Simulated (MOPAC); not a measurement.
MOPAC input (MNDO):

```
MNDO PRECISE GNORM=0.05 LET XYZ UHF MS=0.5 GEO-OK AUX(PRECISION=9) THREADS=1
C5H9O

C     2.57752244 1    0.63598928 1   -0.54524927 1
C     1.38588722 1   -0.20121660 1   -0.09093055 1
C     0.06851117 1    0.55041933 1   -0.21313557 1
C    -1.14645441 1   -0.24911581 1    0.22994921 1
O    -1.04735876 1   -1.40345421 1    0.64788357 1
C    -2.43159908 1    0.38528533 1    0.14753693 1
H     2.67304346 1    1.54724908 1    0.05063312 1
H     2.47653898 1    0.93586628 1   -1.59141878 1
H     3.51047548 1    0.07830830 1   -0.44925529 1
H     1.32669209 1   -1.12191572 1   -0.67527133 1
H     1.52062782 1   -0.51852506 1    0.94531527 1
H    -0.09646643 1    0.87234951 1   -1.24834479 1
H     0.09764804 1    1.47629630 1    0.37373550 1
H    -2.54621660 1    1.39818871 1   -0.21587963 1
H    -3.30667675 1   -0.16835281 1    0.45839282 1
```

From the output:

```
                                                       MOPAC v23.2.5 Linux

          FINAL HEAT OF FORMATION =        -29.31953 KCAL/MOL =    -122.67292 KJ/MOL

          COSMO AREA              =        139.53 SQUARE ANGSTROMS
          COSMO VOLUME            =        127.57 CUBIC ANGSTROMS

          GRADIENT NORM           =          0.03944          =       0.01018 PER ATOM
          IONIZATION POTENTIAL    =         10.418012 EV
          ALPHA SOMO LUMO (EV)    =        -10.418  0.833
          BETA  SOMO LUMO (EV)    =        -10.711 -0.375
          NO. OF ALPHA ELECTRONS  =         18
          NO. OF BETA  ELECTRONS  =         17
          MOLECULAR WEIGHT        =         85.1255         POINT GROUP:  Cs

          MOLECULAR DIMENSIONS (Angstroms)

            Atom       Atom       Distance
            H    15    H     9     7.01172
            H    14    O     5     3.07933
            H     7    H     8     1.79223

          SCF CALCULATIONS        =         42

   ATOM   CHEMICAL          X               Y               Z
  NUMBER   SYMBOL      (ANGSTROMS)     (ANGSTROMS)     (ANGSTROMS)

     1       C          2.61469402  *   0.66514709  *  -0.56057255  *
     2       C          1.42820990  *  -0.18825329  *  -0.10079427  *
     3       C          0.06451708  *   0.51824589  *  -0.20066098  *
     4       C         -1.17182873  *  -0.27859335  *   0.24396166  *
     5       O         -1.10495981  *  -1.43671233  *   0.66713599  *
     6       C         -2.47214854  *   0.40371093  *   0.14551771  *
     7       H          2.72016782  *   1.58782328  *   0.04545850  *
     8       H          2.52040542  *   0.96633243  *  -1.62364749  *
     9       H          3.55832402  *   0.09055256  *  -0.45955494  *
    10       H          1.41068244  *  -1.12107173  *  -0.70978111  *
    11       H          1.60964610  *  -0.50200326  *   0.95274375  *
    12       H         -0.10837086  *   0.83058782  *  -1.25697994  *
    13       H          0.09105474  *   1.45107242  *   0.40956538  *
    14       H         -2.55638043  *   1.41889019  *  -0.22239866  *
    15       H         -3.39342649  *  -0.08639954  *   0.43827820  *

                             CARTESIAN COORDINATES

   1    C        2.614694015     0.665147092    -0.560572546
   2    C        1.428209902    -0.188253295    -0.100794269
   3    C        0.064517085     0.518245893    -0.200660984
   4    C       -1.171828726    -0.278593347     0.243961660
   5    O       -1.104959808    -1.436712332     0.667135993
   6    C       -2.472148543     0.403710935     0.145517712
   7    H        2.720167820     1.587823281     0.045458496
   8    H        2.520405416     0.966332431    -1.623647494
   9    H        3.558324021     0.090552561    -0.459554936
  10    H        1.410682442    -1.121071725    -0.709781106
  11    H        1.609646101    -0.502003262     0.952743747
  12    H       -0.108370858     0.830587822    -1.256979939
  13    H        0.091054737     1.451072424     0.409565379
  14    H       -2.556380426     1.418890187    -0.222398656
  15    H       -3.393426489    -0.086399542     0.438278198

           Empirical Formula: C5 H9 O  =    15 atoms

      MOLECULAR POINT GROUP   :   Cs

          ALPHA EIGENVALUES
 -43.62027 -37.33150 -32.63896 -29.06703 -23.44194 -20.16587 -16.47283 -16.21839
 -16.20691 -14.75676 -14.57113 -14.30579 -13.59047 -13.30529 -12.63496 -12.49732
 -10.92647 -10.41801   0.83321   3.14442   3.32407   3.62891   3.90501   3.93992
   4.15106   4.27679   4.35800   4.53045   4.61995   5.17520   5.51372   5.66076
   7.20906

           BETA EIGENVALUES
 -43.20827 -37.23771 -31.84819 -28.44626 -23.33121 -19.96850 -16.37373 -16.16408
 -16.01798 -14.44833 -14.44053 -14.22398 -13.28581 -13.08322 -12.62918 -12.42157
 -10.71145  -0.37453   1.85052   3.16773   3.33401   3.63276   3.90788   4.21167
   4.27561   4.41817   4.58053   4.61957   4.99885   5.26643   5.51548   5.66128
   7.27942

              NET ATOMIC CHARGES AND DIPOLE CONTRIBUTIONS

  ATOM NO.   TYPE          CHARGE      No. of ELECS.   s-Pop       p-Pop
    1          C           0.027045        3.9730     1.22094     2.75202
    2          C          -0.015780        4.0158     1.21766     2.79812
    3          C          -0.028342        4.0283     1.22124     2.80710
    4          C           0.209012        3.7910     1.22931     2.56167
    5          O          -0.277746        6.2777     1.88799     4.38976
    6          C          -0.089135        4.0891     1.27741     2.81172
    7          H          -0.006077        1.0061     1.00608
    8          H          -0.006075        1.0061     1.00608
    9          H          -0.001900        1.0019     1.00190
   10          H           0.016486        0.9835     0.98351
   11          H           0.016485        0.9835     0.98351
   12          H           0.018461        0.9815     0.98154
   13          H           0.018461        0.9815     0.98154
   14          H           0.053315        0.9467     0.94669
   15          H           0.065791        0.9342     0.93421
 DIPOLE           X         Y         Z       TOTAL
 POINT-CHG.    -0.096     1.829    -0.669     1.950
 HYBRID        -0.135     0.487    -0.165     0.532
 SUM           -0.231     2.316    -0.834     2.472

          ATOMIC ORBITAL ELECTRON POPULATIONS

     Atom    s        px        py        pz
    1  C   1.22094   0.91970   0.91659   0.91573
    2  C   1.21766   0.91321   0.93968   0.94524
    3  C   1.22124   0.92861   0.94198   0.93651
    4  C   1.22931   0.90855   0.86348   0.78964
    5  O   1.88799   1.90553   1.20248   1.28175
    6  C   1.27741   0.92388   0.93353   0.95430
    7  H   1.00608
    8  H   1.00608
    9  H   1.00190
   10  H   0.98351
   11  H   0.98351
   12  H   0.98154
   13  H   0.98154
   14  H   0.94669
   15  H   0.93421

                    (SZ)    =    0.500000
                    (S**2)  =    0.787963

          ATOMIC ORBITAL SPIN POPULATIONS

    Atom   Total    s     px     py     pz
         Atomic
    1  C  0.0002  0.000  0.000  0.000  0.000
    2  C -0.0018 -0.000 -0.001 -0.000 -0.000
    3  C  0.0087  0.000  0.003  0.003  0.003
    4  C -0.2095 -0.018 -0.033 -0.031 -0.128
    5  O  0.2391  0.003 -0.001  0.034  0.204
    6  C  1.0713  0.054  0.061  0.155  0.801
    7  H -0.0000 -0.000
    8  H -0.0000 -0.000
    9  H -0.0001 -0.000
   10  H  0.0002  0.000
   11  H  0.0002  0.000
   12  H -0.0033 -0.003
   13  H -0.0033 -0.003
   14  H -0.0509 -0.051
   15  H -0.0507 -0.051

 **********************
 *                    *
 * JOB ENDED NORMALLY *
 *                    *
 **********************
```

The geometry given is a B3LYP-D3(BJ)/def2-TZVP minimum.
